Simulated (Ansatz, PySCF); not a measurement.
H6Cl2Si3, singlet, at a GFN2-xTB geometry, with bond 10-2 at 2.4 times its length. Base run: CASSCF(2,3)/STO-3G run with PySCF.

Input for PySCF:
```python
from pyscf import gto, scf, mcscf
import numpy

mol = gto.Mole()
mol.atom = '''
    Si   -2.70436472   -0.41043604    0.25604952
    Si   -0.98066823   -0.37968603   -1.30737473
    Si    1.11855884    0.11442225   -0.44763452
    Cl    1.05665349    1.93297120    0.46957990
    Cl    1.59270847   -1.24993739    0.98967694
    H    -2.45183477   -1.39245104    1.31357121
    H    -3.99711912   -0.75215180   -0.34476075
    H    -2.86582012    0.89442591    0.90236676
    H    -1.24060115    0.58726464   -2.38640353
    H    -0.69760839   -3.46587723   -3.00345370
    H     2.30958631    0.17673392   -1.29262928
'''
mol.basis = 'sto-3g'
mol.verbose = 4
mol.build()

mf = scf.RHF(mol)
mf.kernel()
mc = mcscf.CASSCF(mf, 3, 2)
mc.fix_spin_(ss=0.0)
mc.kernel()
occ = numpy.linalg.eigvalsh(mc.fcisolver.make_rdm1(mc.ci, mc.ncas, mc.nelecas))[::-1]
ss = mc.fcisolver.spin_square(mc.ci, mc.ncas, mc.nelecas)[0]
print('natural occupations', occ.round(4), ' <S^2>', round(ss, 4))
```

Programs used: Ansatz (an electronic-structure program), PySCF; a row that names a program was run with it.

The base run was repeated with changes; each row names its change, and settings that it needs were set with it.

```tsv
change	ΔE vs base (mEh)	natural occupations	<S^2> of the state
base	0.000	1.13 0.87 0.00	0.00
code = ansatz	0.019	-	-
fix_spin_ = off	0.000	1.13 0.87 0.00	0.00
orbitals = fixed (CASCI); correction = SC-NEVPT2	-115.9	1.14 0.86 0.00	0.00
code = ansatz; correction = SC-NEVPT2, all electrons	-115.3	-	-
active space = 8 electrons, 9 orbitals	-32.440	1.99 1.98 1.98 1.13 0.87 0.02 0.02 0.01 0.00	0.00
orbitals = fixed (CASCI)	7.111	1.14 0.86 0.00	0.00
active space = 4 electrons, 5 orbitals	-11.386	1.98 1.13 0.87 0.02 0.00	0.00
state_average = 2 states	6.442	-	-
start = MP2 natural orbitals	0.000	1.13 0.87 0.00	0.00
active space = 2 electrons, 2 orbitals	0.000	1.13 0.87	0.00
```

Active orbitals are taken around the Fermi level unless the row says otherwise; CASSCF can end in different local minima, and two programs can end on different orbitals. State-averaged rows give the lowest state.

Ansatz warned in this series: the state or the total is in doubt.
